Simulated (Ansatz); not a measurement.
CrFO2 (SMILES [O]=[Cr+](=[O])[F]), charge +1, singlet, at a GFN2-xTB geometry (such geometries of metal compounds can be far from the true shape) (the multiplicity is a formal guess); Ansatz (a first-principles code) with R2SCAN/def2-TZVP.

Input for Ansatz:
Ansatz 0.2 input:
```yaml
crystal:
  periodic: [false, false, false]
  atoms:
    - {symbol: Cr, position_ang: [0.12142624, 0.18905534, 0.16459684]}
    - {symbol: O, position_ang: [1.30090157, -0.48116846, -0.58007591]}
    - {symbol: O, position_ang: [-0.53573390, -0.80739456, 1.14954741]}
    - {symbol: F, position_ang: [-1.00395235, 0.64124176, -0.94512179]}
basis:
  gaussian:
    orbitals: def2-TZVP
hamiltonian:
  xc: r2scan
total_charge: 1
```

Output, abridged:

```
Functional definition: r2SCAN
887 factors; their error is unknown
mean field evaluation 1: about -35200.0204 eV, gradient 1.3e2 eV
mean field evaluation 2: about -34658.4956 eV, gradient 5.8e2 eV
mean field evaluation 4: about -35172.3300 eV, gradient 2.0e2 eV
mean field evaluation 8: about -35223.1111 eV, gradient 5.9e-3 eV
mean field -35223.10421844 eV, -1294.4252049500 hartree, gradient 1.3e-5 eV, S^2 0.000000; 0 other end points of the search recorded, 0 dependent functions left out
reference -35223.10422684 eV, -1294.4252052586 hartree; 24, 24 occupied and 114, 114 virtual orbitals, 887 factors
Total energy: -35223.10422684 eV, -1294.4252052586 hartree
```
